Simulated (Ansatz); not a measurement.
Reaction (hydrogenolysis of the Si–C bond): `C=C[Si](N)(N)F` + H₂ → `N[SiH](N)F` + `C=C`

Isolated molecules relaxed with PBE0-D4/def2-TZVP in Ansatz; ΔE leaves out vibrations. CCSD(T)/CBS is the MP2 limit (def2-TZVPP, def2-QZVPP) plus CCSD(T) − MP2 in def2-TZVPP, frozen cores. This one scheme is used for every species. DFT in def2-TZVPP. One conformer a species, not always the lowest.

| level | ΔE (kcal/mol) |
| --- | --- |
| r2SCAN-D4 | -1.8 |
| PBE | -3.8 |
| HF/def2-TZVPP | -8.8 |
| CCSD(T)/def2-TZVPP | -3.0 |

(1) What does CCSD(T)/CBS give? (Estimate.)

Largest T1 diagnostic among the species: 0.011.

Results:

(1) Computed: -2.7 kcal/mol. The listed levels differ from it by 0.9, -1.1, -6.1, -0.3 kcal/mol.

The D4 term adds +3.3 kcal/mol with B3LYP and +1.9 kcal/mol with PBE0; it sums over pairs of atoms, weighted by their polarisabilities, and B3LYP, whose exchange is more repulsive, gets the larger term. In def2-TZVPP, CCSD(T) changes the Hartree–Fock value by +5.8 kcal/mol (the triples alone add +1.2 kcal/mol) and MP2 by +7.0 kcal/mol.

B3LYP here is the variant with VWN-RPA as its local correlation; programs differ in this.
